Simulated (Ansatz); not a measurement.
H$_{2}$Cl$_{2}$Si, charge -1, doublet, at a GFN2-xTB geometry (a state made from the parent by changing its charge; the spin is typed, not shown lowest) (a gas-phase anion, which may not be bound at this level), with bond 3-1 at 3.0 times its length; Ansatz (a first-principles code) with HF/6-31G*.

Input for Ansatz:
Ansatz 0.2 input:
```yaml
crystal:
  periodic: [false, false, false]
  atoms:
    - {symbol: Si, position_ang: [0.00365607, 0.07002271, -0.00530607]}
    - {symbol: Cl, position_ang: [2.26795077, -0.18957287, 0.06996598]}
    - {symbol: Cl, position_ang: [-6.83491605, -0.02622923, -0.16481493]}
    - {symbol: H, position_ang: [0.01104551, 0.89550759, 1.19548080]}
    - {symbol: H, position_ang: [0.07236210, 0.70195473, -1.31653085]}
basis:
  gaussian:
    orbitals: 6-31G*
hamiltonian:
  xc: hf
total_charge: -1
magnetization: {spin_polarized: true, initial_magnetization: 1}
```

The log (banner, timings and long lists left out):

```
Functional definition: HF
557 factors; integrals over basis functions are off by at most 7.5e-4 eV
mean field evaluation 1: about -32898.8944 eV, gradient 1.3e1 eV
mean field evaluation 2: about -32898.9400 eV, gradient 1.3e1 eV
mean field evaluation 4: about -32900.5336 eV, gradient 1.4e0 eV
mean field evaluation 8: about -32900.5807 eV, gradient 1.0e-1 eV
mean field evaluation 16: about -32897.0956 eV, gradient 1.6e1 eV
mean field evaluation 32: about -32899.0824 eV, gradient 2.3e-1 eV
mean field -32900.58106878 eV, -1209.0740534628 hartree, gradient 2.8e-5 eV, S^2 0.753288; 0 other end points of the search recorded, 0 dependent functions left out
reference -32900.58106878 eV, -1209.0740534628 hartree; 26, 25 occupied and 35, 36 virtual orbitals, 557 factors
Total energy: -32900.58106878 eV, -1209.0740534628 hartree
```
